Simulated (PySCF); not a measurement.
Low-lying terms of Te⁴⁺ (tellurium, charge +4)

Ground state [Kr] 4d10 5s2, ¹S. Computed with PySCF 2.14 in x2c-SVPall with two added diffuse shells each of s, p type (8s7p3d, 44 functions), with the spin-free X2C one-electron Hamiltonian (Gaussian nucleus). Vertical excitation energies in eV without spin-orbit coupling; excited terms of each kind are numbered among those the solver found. Frozen: [Kr].

| term | leading excitation | EOM-EE-CCSD |
| --- | --- | --- |
| 1 3P° | 5s → p | 9.658 |
| 1 1P° | 5s → p | 14.386 |
| 1 3D | 5s → d | 27.265 |
| 1 3S | 5s → s | 29.346 |
| 1 1S | 5s → s | 29.978 |
| 1 1D | 5s → d | 30.469 |
| 2 3P° | 5s → p | 33.928 |
| 2 1P° | 5s → p | 34.335 |
| 2 3S | 5s → s | 40.793 |
| 2 1S | 5s → s | 40.976 |
| 1 3F° | 4d → p | 46.524 |

The spin-orbit splitting of the hole, absent here, rivals or exceeds the spacing of these terms, so the LS terms are model states.

Only the lower part of the computed list is shown. Doubly excited terms such as np² are absent. The solver can miss terms.
